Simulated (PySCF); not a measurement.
C4H4O2, SMILES Oc1ccco1. Atoms are numbered in the order given.

```xyz
10

O      0.1354     1.9911     0.0000
C     -0.0606     0.6729     0.0000
C     -1.1655    -0.1324     0.0000
C     -0.6454    -1.4705     0.0000
C      0.7082    -1.3587     0.0000
O      1.0646    -0.0423     0.0000
H     -0.7220     2.4285     0.0000
H     -2.2066     0.1813     0.0000
H     -1.2177    -2.3958     0.0000
H      1.5262    -2.0722     0.0000
```
Charge 0, spin multiplicity 1.

The structure is a stationary point at PBE0-D3(BJ)/def2-SVP. One conformer was computed; it need not be the lowest.

Calculation: PBE/def2-TZVP run with PySCF.

The molecule is in vacuum.

The total energy comes out as -305.01809 hartree and the point group is Cs. The highest occupied level comes out as -4.88 eV and the lowest empty level is -0.23 eV. The orbital gap comes out as 4.65 eV. The dipole moment is 1.82 D and the quadrupole, principal values (traceless, Buckingham form, about the centre of nuclear charge) is -6.76, -4.61, 11.37 D·Å. The mean static polarisability is 50.8 bohr³ (7.53 Å³). The polarisability, principal values is 32.4, 55.2, 64.9 bohr³.
